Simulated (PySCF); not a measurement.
Atoms are numbered as in `[CH3:1][SiH2:2][C:3]([CH3:4])([CH3:5])[Cl:6]`. Hydrogens are named by the atom that carries them.

Geometry: PBE0-D3(BJ)/def2-SVP; GIAO shifts from PySCF 2.14, gas phase, non-relativistic, averaged over equivalent atoms.

At KT2/pcSseg-1 (171 basis functions, 45 s wall time on 1 thread of an Arm Neoverse N1, shared host):
| atoms | δ (ppm) |
| --- | --- |
| C3 | 62.5 |
| C4/C5 | 32.9 |
| C1 | -8.9 |
| Si2 | -25.5 |
| Cl6 | 237.3 |
| H(Si2) | 4.20 |
| H(C4)/H(C5) | 1.62 |
| H(C1) | 0.42 |

δ = σ(ref) − σ, references computed at the same level: 13C (σ = 183.22 ppm), 29Si (σ = 361.05 ppm), 1H (σ = 31.18 ppm) against TMS; 35Cl (σ = 942.74 ppm) against HCl.

What do these become at PBE0/pcSseg-1?

Results:


```csv
atoms,δ at PBE0/pcSseg-1,change
C3,59.3,-3.2
C4/C5,31.5,-1.4
C1,-9.2,-0.3
Si2,-22.1,+3.4
Cl6,216.0,-21.3
H(Si2),4.10,-0.10
H(C4)/H(C5),1.53,-0.09
H(C1),0.40,-0.02
```

Chemical shifts δ = σref − σ; 13C (σref 184.41) and 29Si (σref 351.99) and 1H (σref 31.27) against TMS; 35Cl (σref 943.27) against HCl, all at this level.

The largest change is at Cl6 (chlorine bonded to C). Cost: 171 basis functions, 45 s wall time on 1 thread of an Arm Neoverse N1, shared host. The order of the carbon signals is the same at both levels.

Carbons that carry Cl, above all several Cl atoms, come out too deshielded, partly because spin–orbit coupling is missing.
